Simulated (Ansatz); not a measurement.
Consider the cleavage of the Si–Al bond: `[SiH3][AlH][SH]` + `[OH][Ga]([OH])[Cl]` → `[OH][Ga]([Cl])[O][SiH3]` + `[AlH2][SH]`.

Computed with Ansatz on PBE0-D4/def2-TZVP structures; ΔE is electronic, products minus reactants. CBS: MP2 limit from def2 TZ/QZ plus the TZ coupled-cluster correction, frozen cores. This one scheme is used for every species. Functionals use def2-TZVPP. For Ga outer-core shells are correlated without core-valence functions, which leaves a few kJ/mol of doubt a bond. Scalar relativity is left out up to krypton. Each species was taken in one conformer, which may not be the lowest.

`[SiH3][AlH][SH]`:

Z-matrix (Å, degrees):
```
Si
Al 1 2.447
H 1 1.491 2 110.7
H 1 1.489 2 111.9 3 120.5
H 1 1.491 2 110.9 3 -118.9
S 2 2.185 1 116.7 3 -117.9
H 2 1.585 1 125.6 3 61.9
H 6 1.344 2 94.3 1 179.7
```

`[OH][Ga]([OH])[Cl]`:

Cartesian coordinates in Å:
```
O -0.121 0.199 -1.488
Ga 0.156 -0.207 0.215
O -0.617 0.754 1.479
Cl 1.402 -1.831 0.772
H 0.340 -0.378 -2.101
H -1.159 1.463 1.124
```

`[OH][Ga]([Cl])[O][SiH3]`:

Z-matrix (Å, degrees):
```
Si
O 1 1.640
H 1 1.488 2 110.9
H 1 1.484 2 107.9 3 119.7
H 1 1.488 2 110.8 3 -120.7
Ga 2 1.765 1 137.4 3 56.8
Cl 6 2.114 2 120.5 1 -0.4
O 6 1.764 2 119.6 1 179.6
H 8 0.961 6 112.5 2 -0.0
```

`[AlH2][SH]`:

```xyz
5

Al   -0.599    0.210   -0.149
S     1.130   -1.117   -0.235
H    -1.835   -0.183   -1.049
H    -0.540    1.479    0.791
H     1.842   -0.390    0.642
```

```
         level  ΔE (kJ/mol)
       ωB97M-V        -93.7
        B2PLYP        -93.5
 HF/def2-TZVPP       -117.5
CCSD/CBS(def2)        -93.1
```

**Question.** What does CCSD(T)/CBS give? (Best estimate.)

**Answer.** Computed: -89.6 kJ/mol. The listed levels differ from it by -4.1, -3.9, -27.9, -3.5 kJ/mol.

Largest T1 diagnostic among the species: 0.013.

From PBE to PBE0 (25 % exact exchange), in def2-TZVPP and without D4, ΔE moves by −10.0 kJ/mol. In def2-TZVPP, CCSD(T) changes the Hartree–Fock value by +27.3 kJ/mol (the triples alone add +3.4 kJ/mol) and MP2 by +18.8 kJ/mol.
